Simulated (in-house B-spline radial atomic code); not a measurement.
V¹³⁺. Computed with a B-spline radial atomic code. Model: all-electron spherical atom, spin shells full or empty, radial basis limit, no spin-orbit coupling: exact exchange with a local potential (Slater, KLI or optimised effective potential, whose far tail is KLI's), no correlation.

Exchange potential has not reached -1/r at the last radius.

The run also made RPA and GW results, which its time includes.

The Slater potential averages the orbital exchange potentials with the orbital densities as weights, KLI adds orbital constants, and the optimised effective potential minimises the exact-exchange energy among local potentials. So their energies lie above Hartree-Fock in the order OEP, KLI, Slater. All fall off as −1/r, unlike LDA and GGA exchange.

Command:
```bash
python run_gw.py task.json out
```
Settings (lengths in bohr, energies in hartree):
```
Z                      23
electrons              10
configuration          [He] 2s2 2p6
hamiltonian            nr
method                 oep
lmax                   9
spin_polarised         False
box_radius             5.53
intervals              64
```

Time taken, with all properties: 1 s on 1 thread of Intel(R) Xeon(R) Platinum 8488C (Sapphire Rapids) (shared host).

Given: hamiltonian non-relativistic; mean-field start exchange-only OEP.

Computed: energy above Hartree-Fock 1.9664 millihartree; virial ratio -E/T less 1 -1e-06.

```tsv
radius (bohr)	r times exchange potential (hartree bohr)
0.00217	-0.042589
0.00257	-0.050405
0.00304	-0.059569
0.0036	-0.070451
0.00426	-0.08322
0.00504	-0.098217
0.00596	-0.11576
0.00705	-0.1363
0.00833	-0.16004
0.00986	-0.18784
0.0117	-0.22033
0.0138	-0.25604
0.0163	-0.2965
0.0193	-0.34199
0.0228	-0.39066
0.027	-0.44276
0.032	-0.49593
0.0378	-0.54603
0.0447	-0.5904
0.0529	-0.6233
0.0626	?
0.074	-0.62824
0.0875	-0.60478
0.104	-0.61221
0.123	-0.70222
0.145	-0.85034
0.171	-1.0034
0.203	-1.1424
0.24	-1.2529
0.284	-1.3308
0.336	?
0.397	-1.3615
0.47	-1.3225
0.556	-1.2657
0.657	-1.2055
0.777	-1.151
0.92	-1.1027
```

Problem. What belongs in the row 0.0626?

Solution. r times exchange potential (hartree bohr): -0.63759.

Problem. What belongs in the row 0.336?

Solution. r times exchange potential (hartree bohr): -1.3672.

```csv
occupied,level (hartree),Hartree-Fock level (hartree)
1s,-211.06,-215.29
2s,-36.354,-36.73
2p,-33.014,-33.013
```

| empty | level (hartree) |
| --- | --- |
| 3s | -13.817 |
| 3p | -12.84 |
| 3d | -11.584 |
| 4s | -7.2423 |
| 4p | ? |
| 4d | -6.3789 |
| 4f | -6.1958 |

Problem. What belongs in the row 4p?

Solution. level (hartree): -6.8525.

The highest level, 2p, differs from Hartree-Fock by -0.018 eV and the deepest, 1s, by +115 eV: a local potential can match the highest level but can't give each shell its own exchange.
